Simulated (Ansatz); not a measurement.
Born–Oppenheimer molecular dynamics of a periodic cell of 13 atoms, Os₁₂F (host Os, host structure hcp, interstitial F). It starts from a partly relaxed structure (largest force component 0.07 eV/Å).

All numbers below come from Ansatz, DFT PBEsol, scalar-relativistic, plane waves, PAW. Settings: cutoff 420 eV, k mesh 2x2x3, fermi-dirac smearing 0.15 eV, no spin polarisation.

```yaml
ensemble: NVT, Nosé–Hoover chain
time_step: 2 fs
steps_asked: 300
set_temperature: 900 K
thermostat: time constant 100 fs, chain length 3
seed: 216167
```

Frames 20 fs apart, positions in Å, forces in eV/Å.

Velocities at 260 fs (Å/ps):

```
Os -0.76 -3.70 -0.34
Os -1.97 -0.11 0.11
Os 3.77 2.85 0.86
Os -1.15 0.82 -1.27
Os 0.74 -0.97 2.49
Os 1.59 -1.74 -1.75
Os -0.60 -1.09 0.29
Os 0.33 -2.93 0.86
Os -0.21 0.82 0.00
Os -0.21 1.76 -2.66
Os -1.43 0.66 0.41
Os -1.25 3.50 0.11
F 11.53 1.25 8.81
```

```xyz
13
Lattice="5.4800 0.0000 0.0000 -4.1100 7.1187 0.0000 0.0000 0.0000 4.3265" Properties=species:S:1:pos:R:3:forces:R:3 time_fs=260 energy_less_start_eV=1.240 T=769
Os -0.006 0.096 -0.081 1.28 -0.74 -0.68
Os -0.009 1.536 2.084 -1.08 -0.89 0.59
Os -1.393 2.504 0.028 0.57 -1.85 -1.77
Os -1.386 4.034 1.954 -1.04 0.93 2.34
Os -2.911 4.713 -0.263 2.76 0.14 0.81
Os -2.521 6.527 2.269 0.63 1.02 0.50
Os 2.985 0.058 0.034 -3.63 0.42 -0.07
Os 2.861 1.622 2.095 0.08 -0.36 0.49
Os 1.370 2.263 0.021 0.38 0.11 0.56
Os 1.257 3.546 2.290 0.68 2.75 -1.92
Os -0.075 4.719 -0.190 -0.53 0.02 0.25
Os -0.148 6.434 2.245 0.52 0.24 -0.62
F 1.481 5.483 1.646 -0.62 -1.78 -0.48
13
Lattice="5.4800 0.0000 0.0000 -4.1100 7.1187 0.0000 0.0000 0.0000 4.3265" Properties=species:S:1:pos:R:3:forces:R:3 time_fs=280 energy_less_start_eV=1.206 T=879
Os -0.008 0.017 -0.092 1.24 0.62 -0.05
Os -0.054 1.527 2.091 0.69 -0.17 0.28
Os -1.314 2.538 0.026 -0.89 -3.10 -1.66
Os -1.418 4.058 1.954 -0.39 0.13 2.69
Os -2.869 4.696 -0.206 2.00 0.40 -0.17
Os -2.481 6.508 2.243 -1.95 0.66 0.52
Os 2.937 0.042 0.038 -2.72 0.75 -0.36
Os 2.866 1.567 2.117 -0.59 2.05 0.15
Os 1.368 2.280 0.023 0.14 0.05 -0.54
Os 1.259 3.599 2.223 0.55 -2.04 0.91
Os -0.106 4.735 -0.179 0.48 0.52 -0.08
Os -0.158 6.497 2.238 2.77 -2.31 -0.80
F 1.508 5.371 1.734 -1.34 2.43 -0.90
13
Lattice="5.4800 0.0000 0.0000 -4.1100 7.1187 0.0000 0.0000 0.0000 4.3265" Properties=species:S:1:pos:R:3:forces:R:3 time_fs=300 energy_less_start_eV=1.224 T=961
Os 0.015 -0.053 -0.108 0.54 2.18 -0.20
Os -0.088 1.513 2.106 2.18 0.54 0.12
Os -1.249 2.513 -0.008 -1.90 -2.37 -0.42
Os -1.460 4.086 2.008 0.47 -1.27 1.31
Os -2.785 4.684 -0.150 0.53 0.46 -0.99
Os -2.473 6.503 2.227 -2.89 -0.40 0.28
Os 2.831 0.039 0.034 -0.56 0.44 -0.99
Os 2.860 1.548 2.142 -0.69 2.85 -0.22
Os 1.370 2.300 0.016 0.02 0.27 -0.85
Os 1.273 3.631 2.166 0.59 -0.18 1.16
Os -0.129 4.761 -0.169 0.88 -0.20 -0.54
Os -0.123 6.523 2.219 -2.52 -0.26 1.53
F 1.304 5.529 1.664 3.34 -2.06 -0.19
13
Lattice="5.4800 0.0000 0.0000 -4.1100 7.1187 0.0000 0.0000 0.0000 4.3265" Properties=species:S:1:pos:R:3:forces:R:3 time_fs=320 energy_less_start_eV=1.236 T=1030
Os 0.049 -0.083 -0.127 -0.87 2.66 -0.14
Os -0.082 1.509 2.123 1.90 0.77 -0.27
Os -1.219 2.439 -0.053 -2.12 -0.52 0.47
Os -1.493 4.090 2.090 1.62 -2.07 -0.41
Os -2.686 4.682 -0.111 -0.71 0.20 -1.61
Os -2.515 6.495 2.219 0.98 1.35 1.25
Os 2.708 0.045 0.013 1.29 0.02 -0.27
Os 2.841 1.583 2.165 -0.35 1.24 -0.55
Os 1.373 2.326 -0.008 -0.03 0.17 -0.54
Os 1.299 3.649 2.132 -0.18 -0.38 1.65
Os -0.134 4.784 -0.168 1.48 -0.68 0.23
Os -0.117 6.531 2.219 -0.80 -1.91 -0.30
F 1.507 5.504 1.568 -2.20 -0.85 0.50
13
Lattice="5.4800 0.0000 0.0000 -4.1100 7.1187 0.0000 0.0000 0.0000 4.3265" Properties=species:S:1:pos:R:3:forces:R:3 time_fs=340 energy_less_start_eV=1.624 T=836
Os 0.067 -0.061 -0.149 -1.89 2.03 0.63
Os -0.038 1.520 2.135 0.62 0.55 -0.78
Os -1.231 2.352 -0.089 -1.68 1.01 1.19
Os -1.496 4.053 2.167 2.09 -1.75 -1.91
Os -2.598 4.684 -0.101 -2.12 0.42 -0.66
Os -2.552 6.506 2.229 0.47 -0.02 -0.59
Os 2.607 0.053 -0.014 2.81 0.10 1.01
Os 2.814 1.644 2.176 0.38 -0.99 -1.03
Os 1.375 2.355 -0.044 -0.14 -0.20 0.34
Os 1.322 3.653 2.133 -0.53 -2.28 2.30
Os -0.110 4.795 -0.163 1.56 -1.06 0.25
Os -0.135 6.509 2.217 -0.41 -0.66 -0.90
F 1.485 5.377 1.532 -1.17 2.86 0.16
13
Lattice="5.4800 0.0000 0.0000 -4.1100 7.1187 0.0000 0.0000 0.0000 4.3265" Properties=species:S:1:pos:R:3:forces:R:3 time_fs=360 energy_less_start_eV=1.886 T=720
Os 0.048 0.003 -0.161 -1.90 0.95 0.43
Os 0.020 1.542 2.132 -0.56 -0.13 -0.79
Os -1.277 2.280 -0.104 -0.89 1.76 1.62
Os -1.457 3.980 2.208 1.61 -0.67 -2.70
Os -2.551 4.696 -0.103 -2.99 0.64 0.62
Os -2.577 6.518 2.231 0.47 -1.35 -1.10
Os 2.559 0.063 -0.024 3.42 0.20 1.07
Os 2.794 1.688 2.167 0.70 -2.68 -1.36
Os 1.374 2.381 -0.072 -0.05 -0.55 1.75
Os 1.337 3.631 2.172 -0.04 3.27 -0.34
Os -0.055 4.784 -0.154 0.89 -1.26 -0.31
Os -0.170 6.477 2.203 -3.79 2.73 1.40
F 1.272 5.580 1.544 3.13 -2.91 -0.30
13
Lattice="5.4800 0.0000 0.0000 -4.1100 7.1187 0.0000 0.0000 0.0000 4.3265" Properties=species:S:1:pos:R:3:forces:R:3 time_fs=380 energy_less_start_eV=1.371 T=1109
Os -0.009 0.086 -0.163 -0.83 -1.33 0.68
Os 0.069 1.564 2.112 -1.60 -0.22 -0.79
Os -1.342 2.244 -0.086 0.06 2.60 1.29
Os -1.384 3.892 2.199 0.94 1.02 -1.61
Os -2.559 4.718 -0.098 -1.67 -0.15 -0.66
Os -2.593 6.508 2.213 0.16 -0.15 -0.01
Os 2.576 0.077 -0.012 2.12 0.04 0.69
Os 2.785 1.681 2.131 -0.21 -2.36 -1.11
Os 1.372 2.397 -0.067 0.09 -0.85 2.03
Os 1.351 3.662 2.212 0.44 0.52 -0.02
Os 0.019 4.749 -0.150 -0.66 -0.13 -0.23
Os -0.256 6.481 2.204 2.49 -0.48 -0.34
F 1.417 5.434 1.567 -1.32 1.50 0.08
13
Lattice="5.4800 0.0000 0.0000 -4.1100 7.1187 0.0000 0.0000 0.0000 4.3265" Properties=species:S:1:pos:R:3:forces:R:3 time_fs=400 energy_less_start_eV=1.381 T=1153
Os -0.083 0.147 -0.153 0.74 -2.35 -0.16
Os 0.088 1.581 2.077 -1.89 -0.24 -0.03
Os -1.408 2.258 -0.043 0.98 2.89 0.44
Os -1.291 3.821 2.156 -0.43 2.30 -0.38
Os -2.601 4.739 -0.105 -0.13 -0.80 -1.10
Os -2.606 6.494 2.194 0.07 1.00 1.32
Os 2.637 0.091 0.013 0.55 -0.68 -0.60
Os 2.772 1.629 2.072 -0.83 -0.37 0.03
Os 1.373 2.396 -0.023 0.26 -0.83 0.96
Os 1.374 3.704 2.250 1.12 -0.83 -0.57
Os 0.082 4.710 -0.151 -2.13 0.82 -0.10
Os -0.304 6.481 2.204 3.80 -1.48 0.18
F 1.396 5.495 1.581 -2.10 0.57 0.02
13
Lattice="5.4800 0.0000 0.0000 -4.1100 7.1187 0.0000 0.0000 0.0000 4.3265" Properties=species:S:1:pos:R:3:forces:R:3 time_fs=420 energy_less_start_eV=1.984 T=798
Os -0.144 0.164 -0.146 2.18 -1.43 -1.11
Os 0.069 1.593 2.042 -1.87 -0.65 1.29
Os -1.455 2.329 0.009 1.88 1.54 -1.07
Os -1.206 3.796 2.104 -2.00 3.21 0.65
Os -2.649 4.746 -0.131 0.81 -0.64 0.06
Os -2.623 6.492 2.197 -1.08 -0.61 0.62
Os 2.711 0.091 0.025 -0.86 -1.52 -1.65
Os 2.745 1.567 2.015 -0.28 1.47 2.28
Os 1.378 2.379 0.041 0.10 -0.31 -0.90
Os 1.421 3.731 2.279 1.53 -0.34 -1.42
Os 0.105 4.685 -0.154 -2.50 0.77 -0.50
Os -0.294 6.462 2.213 -2.16 1.72 2.85
F 1.150 5.657 1.554 4.25 -3.22 -1.09
13
Lattice="5.4800 0.0000 0.0000 -4.1100 7.1187 0.0000 0.0000 0.0000 4.3265" Properties=species:S:1:pos:R:3:forces:R:3 time_fs=440 energy_less_start_eV=1.978 T=826
Os -0.164 0.151 -0.159 2.32 -0.53 -0.30
Os 0.013 1.593 2.031 -0.98 -0.61 1.57
Os -1.466 2.431 0.041 1.93 -0.86 -2.05
Os -1.158 3.835 2.065 -2.67 3.53 1.63
Os -2.678 4.739 -0.159 2.25 -0.41 -0.21
Os -2.656 6.485 2.215 0.44 0.82 0.51
Os 2.769 0.063 0.009 -2.00 -0.91 -0.33
Os 2.711 1.533 2.001 0.27 1.85 3.10
Os 1.385 2.356 0.087 -0.43 0.34 -2.52
Os 1.495 3.742 2.284 -0.18 -4.45 0.29
Os 0.078 4.676 -0.168 -2.11 0.55 -0.66
Os -0.290 6.454 2.259 2.62 -1.68 -1.42
F 1.358 5.425 1.443 -1.46 2.36 0.41
13
Lattice="5.4800 0.0000 0.0000 -4.1100 7.1187 0.0000 0.0000 0.0000 4.3265" Properties=species:S:1:pos:R:3:forces:R:3 time_fs=460 energy_less_start_eV=1.420 T=1211
Os -0.138 0.128 -0.178 1.69 0.46 0.59
Os -0.064 1.582 2.050 0.05 -0.06 0.96
Os -1.439 2.517 0.035 1.32 -2.92 -1.45
Os -1.163 3.943 2.055 -2.30 1.70 0.99
Os -2.667 4.724 -0.190 1.61 0.46 0.51
Os -2.681 6.493 2.243 2.08 0.91 0.05
Os 2.788 0.017 -0.014 -2.12 0.21 1.25
Os 2.682 1.531 2.045 1.30 0.09 1.50
Os 1.383 2.338 0.086 -0.77 0.28 -1.94
Os 1.566 3.681 2.288 -2.09 -0.71 -0.52
Os 0.010 4.676 -0.194 -0.18 0.02 -0.14
Os -0.244 6.422 2.283 0.78 -0.28 -2.36
F 1.373 5.481 1.404 -1.37 -0.15 0.57
13
Lattice="5.4800 0.0000 0.0000 -4.1100 7.1187 0.0000 0.0000 0.0000 4.3265" Properties=species:S:1:pos:R:3:forces:R:3 time_fs=480 energy_less_start_eV=1.676 T=1061
Os -0.077 0.112 -0.186 0.42 0.36 1.33
Os -0.140 1.569 2.088 0.99 0.68 0.05
Os -1.386 2.548 -0.001 0.16 -3.30 -0.21
Os -1.214 4.084 2.063 -1.74 -1.62 -0.93
Os -2.625 4.719 -0.210 -0.54 1.15 1.27
Os -2.669 6.516 2.269 1.15 -0.56 -1.42
Os 2.767 -0.027 -0.014 -0.90 0.85 1.44
Os 2.680 1.532 2.121 2.12 -1.32 -0.45
Os 1.366 2.325 0.049 -0.74 0.08 -0.02
Os 1.597 3.602 2.284 -2.79 2.74 -1.20
Os -0.061 4.679 -0.223 2.14 -0.01 0.75
Os -0.189 6.388 2.267 -3.27 3.16 -0.05
F 1.224 5.537 1.437 3.00 -2.22 -0.56
```

Of the whole run (600 fs, mean temperature of the second half 992 K): The conserved energy stayed within 0.59 meV per atom of its start (net change 0.28 meV per atom), so the integration is sound. The mean temperature of the second half is 10 % above the set value. A run of 0.6 ps of so small a system gives no equilibrium averages. Limits of this set-up: coarse k mesh, odd electron count without spin, a small cell, in which the defect meets its images, a typed lattice constant that wasn't relaxed here.

The run took 12 min on 2 threads of AMD EPYC 9R14 (Zen 4) (shared host), peak memory 0.71 GiB.
